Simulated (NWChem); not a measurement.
System: C4H4ClF; SMILES C#C[C@@H](F)CCl

NWChem input:

```
start job
memory heap 200 mb stack 900 mb global 1100 mb
geometry units angstroms noautosym nocenter noautoz
  C     -0.692607    -2.974784    -0.045756
  C     -0.246356    -1.864223     0.129930
  C      0.267859    -0.509849     0.343157
  F      1.565935    -0.416612    -0.087068
  C     -0.587776     0.503168    -0.398072
  Cl    -0.085586     2.168123    -0.029561
  H     -1.080785    -3.965545    -0.199529
  H      0.251834    -0.277679     1.423414
  H     -0.490362     0.345310    -1.480965
  H     -1.641316     0.387867    -0.110629
end
basis spherical
  C library cc-pvtz
  F library cc-pvtz
  Cl library cc-pvtz
  H library cc-pvtz
end
dft
  xc xpbe96 cpbe96
  iterations 150
  semidirect filesize 400000000
end
property
  efieldgrad
end
task dft property
```

Output (shortened):

```
             Northwest Computational Chemistry Package (NWChem) 7.3.0
             --------------------------------------------------------

                             Geometry "geometry" -> ""
                             -------------------------

 Output coordinates in angstroms (scale by  1.889725989 to convert to a.u.)

  No.       Tag          Charge          X              Y              Z
 ---- ---------------- ---------- -------------- -------------- --------------
    1 C                    6.0000    -0.69260700    -2.97478400    -0.04575600
    2 C                    6.0000    -0.24635600    -1.86422300     0.12993000
    3 C                    6.0000     0.26785900    -0.50984900     0.34315700
    4 F                    9.0000     1.56593500    -0.41661200    -0.08706800
    5 C                    6.0000    -0.58777600     0.50316800    -0.39807200
    6 Cl                  17.0000    -0.08558600     2.16812300    -0.02956100
    7 H                    1.0000    -1.08078500    -3.96554500    -0.19952900
    8 H                    1.0000     0.25183400    -0.27767900     1.42341400
    9 H                    1.0000    -0.49036200     0.34531000    -1.48096500
   10 H                    1.0000    -1.64131600     0.38786700    -0.11062900

 Effective nuclear repulsion energy (a.u.)     261.1244921906

  pbe96 is a nonlocal functional; adding pw91lda local functional.
                              NWChem Property Module
                              ----------------------

  itol2e modified to match energy
  convergence criterion.

                                 NWChem DFT Module
                                 -----------------

 Summary of "ao basis" -> "ao basis" (spherical)
 ------------------------------------------------------------------------------
       Tag                 Description            Shells   Functions and Types
 ---------------- ------------------------------  ------  ---------------------
 C                          cc-pvtz                 10       30   4s3p2d1f
 F                          cc-pvtz                 10       30   4s3p2d1f
 Cl                         cc-pvtz                 12       34   5s4p2d1f
 H                          cc-pvtz                  6       14   3s2p1d

  itol2e modified to match energy
  convergence criterion.

            General Information
            -------------------
          SCF calculation type: DFT
          Wavefunction type:  closed shell.
          No. of atoms     :    10
          No. of electrons :    54
           Alpha electrons :    27
            Beta electrons :    27
          Charge           :     0
          Spin multiplicity:     1
          Use of symmetry is: off; symmetry adaption is: off
          Maximum number of iterations: 150
          AO basis - number of functions:   240
                     number of shells:    86
          Convergence on energy requested:  1.00D-07
          Convergence on density requested:  1.00D-05
          Convergence on gradient requested:  5.00D-04

              XC Information
              --------------
          PerdewBurkeErnzerhof Exchange Functional  1.000
            Perdew 1991 LDA Correlation Functional  1.000 local
           PerdewBurkeErnz. Correlation Functional  1.000 non-local

             Grid Information
             ----------------
          Grid used for XC integration:  fine
          Radial quadrature: Mura-Knowles
          Angular quadrature: Lebedev.
          Tag              B.-S. Rad. Rad. Pts. Rad. Cut. Ang. Pts.
          ---              ---------- --------- --------- ---------
          C                   0.70       70          13.0       590
          F                   0.50       70          12.0       590
          Cl                  1.00      123          15.0       770
          H                   0.35       60          14.0       590
          Grid pruning is: on
          Number of quadrature shells:   713
          Spatial weights used:  Erf1

      Superposition of Atomic Density Guess
      -------------------------------------

[...]

          -----------------------
          Electric field gradient
          -----------------------

 1 a.u. = 0.324123 10**(16) esu/cm**3  ( or statvolts/cm**2 ) = 0.97174 10**(22) v/m**2

 ------------------------------------------------------------
   Atom      X         Y         Z
 ------------------------------------------------------------
    1 C   -1.30884  -5.62153  -0.08647
 ------------------------------------------------------------

 Electric field gradient in molecular frame (a.u.)
         XX             YY             ZZ             XY             XZ             YZ
 ------------------------------------------------------------------------------------------
       -0.119234       0.217108      -0.097874       0.152082       0.047393       0.041233

 Principal components (a.u.) and orientation
 of principal axis w.r.t. absolute frame                      Asymmetry parameter eta
 --------------------------------------------------------------------------------------
        0.283789      -0.188144      -0.095645                       0.325942

        0.364183       0.893908       0.261340
        0.920031      -0.301737      -0.249996
        0.144617      -0.331485       0.932311

 ------------------------------------------------------------
   Atom      X         Y         Z
 ------------------------------------------------------------
    2 C   -0.46555  -3.52287   0.24553
 ------------------------------------------------------------

 Electric field gradient in molecular frame (a.u.)
         XX             YY             ZZ             XY             XZ             YZ
 ------------------------------------------------------------------------------------------
       -0.064898       0.200371      -0.135473       0.135603       0.009961       0.054450

 Principal components (a.u.) and orientation
 of principal axis w.r.t. absolute frame                      Asymmetry parameter eta
 --------------------------------------------------------------------------------------
        0.264728      -0.148119      -0.116609                       0.119027

        0.380479       0.332961       0.862770
        0.915035      -0.270689      -0.299063
        0.133966       0.903252      -0.407662

 ------------------------------------------------------------
   Atom      X         Y         Z
 ------------------------------------------------------------
    3 C    0.50618  -0.96347   0.64847
 ------------------------------------------------------------

 Electric field gradient in molecular frame (a.u.)
         XX             YY             ZZ             XY             XZ             YZ
 ------------------------------------------------------------------------------------------
       -0.347175       0.108700       0.238475      -0.079038       0.190206       0.026490

 Principal components (a.u.) and orientation
 of principal axis w.r.t. absolute frame                      Asymmetry parameter eta
 --------------------------------------------------------------------------------------
       -0.416735       0.294876       0.121859                       0.415173

        0.946792       0.282113      -0.154913
        0.156596       0.016716       0.987521
       -0.281182       0.959236       0.028352

 ------------------------------------------------------------
   Atom      X         Y         Z
 ------------------------------------------------------------
    4 F    2.95919  -0.78728  -0.16453
 ------------------------------------------------------------

 Electric field gradient in molecular frame (a.u.)
         XX             YY             ZZ             XY             XZ             YZ
 ------------------------------------------------------------------------------------------
       -2.488256       1.443803       1.044453      -0.325364       1.345858       0.125545

 Principal components (a.u.) and orientation
 of principal axis w.r.t. absolute frame                      Asymmetry parameter eta
 --------------------------------------------------------------------------------------
       -2.970069       1.505252       1.464817                       0.013614

        0.944453       0.263392      -0.196555
        0.078695       0.399426       0.913382
       -0.319086       0.878114      -0.356511

 ------------------------------------------------------------
   Atom      X         Y         Z
 ------------------------------------------------------------
    5 C   -1.11074   0.95085  -0.75225
 ------------------------------------------------------------

 Electric field gradient in molecular frame (a.u.)
         XX             YY             ZZ             XY             XZ             YZ
 ------------------------------------------------------------------------------------------
        0.158508      -0.354582       0.196074      -0.133195      -0.081914      -0.084945

 Principal components (a.u.) and orientation
 of principal axis w.r.t. absolute frame                      Asymmetry parameter eta
 --------------------------------------------------------------------------------------
       -0.404574       0.261914       0.142661                       0.294762

        0.250091      -0.648001       0.719409
        0.953371       0.035170      -0.299745
        0.168934       0.760827       0.626581

 ------------------------------------------------------------
   Atom      X         Y         Z
 ------------------------------------------------------------
    6 Cl  -0.16173   4.09716  -0.05586
 ------------------------------------------------------------

 Electric field gradient in molecular frame (a.u.)
         XX             YY             ZZ             XY             XZ             YZ
 ------------------------------------------------------------------------------------------
        1.453193      -3.032135       1.578941      -1.439474      -0.385587      -1.066633

[...]
```

Level: PBE/cc-pVTZ. All runs use the structure optimised with PBE0/def2-SVP. NWChem prints the field gradient with the sign opposite to the second derivative of the potential.
